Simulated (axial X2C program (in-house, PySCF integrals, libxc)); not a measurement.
DyH: a free-ion multiplet in an axial field

Calculated with an axial X2C code built on PySCF integrals: two-component X2C with atomic mean-field Coulomb and Gaunt terms, basis Dy dyall-v3z, H dyall-v3z (cores contracted in-house). Orbitals come from Hartree–Fock averaged over the configuration Dy f9 s2; CI then distributes these electrons over the f, s shells of Dy.

R = 1.971 Å.

Q: Which level do Hund's rules give for f9, how many Ω levels does it split into, and what is its Landé factor?

A: S = 5/2, L = 5, J = 15/2 (6H15/2). It gives Ω = 1/2 to 15/2, 8 levels. gJ = 3/2 + [S(S+1) − L(L+1)]/[2J(J+1)] = 1.333, so g∥ = 2gJΩ.

The computed levels compare thus:

| Ω | energy (cm⁻¹) | g∥ computed | 2gJΩ |
| --- | --- | --- | --- |
| 15/2 | 0 | 19.91 | 20.00 |
| 13/2 | 391 | 17.06 | 17.33 |
| 11/2 | 760 | 14.27 | 14.67 |
| 9/2 | 1062 | 11.60 | 12.00 |
| 7/2 | 1274 | 9.03 | 9.33 |
| 5/2 | 1401 | 6.48 | 6.67 |
| 3/2 | 1464 | 3.91 | 4.00 |
| 1/2 | 1489 | 1.31 | 1.33 |

The 8 lowest levels are just these Ω; they span 1489 cm⁻¹, the lowest has Ω = 15/2, and the next level lies at 3456 cm⁻¹. Departures of g∥ from 2gJΩ come from intermediate coupling and from mixing with the higher-lying level J − 1 of the term. The computed g∥ is the magnitude of 2⟨Lz + ge Sz⟩.

Dynamic correlation is missing, so gaps between terms are too wide and other configurations may lie lower; the lowest level listed is that of this model, not necessarily the ground state. At most 4 roots were kept for each Ω > 0 (twice that for Ω = 0) within 2.2 eV of the lowest, so higher up levels can be missing between those listed; levels with Ω > 0 are doubly degenerate and listed once, Ω = 0 levels singly.
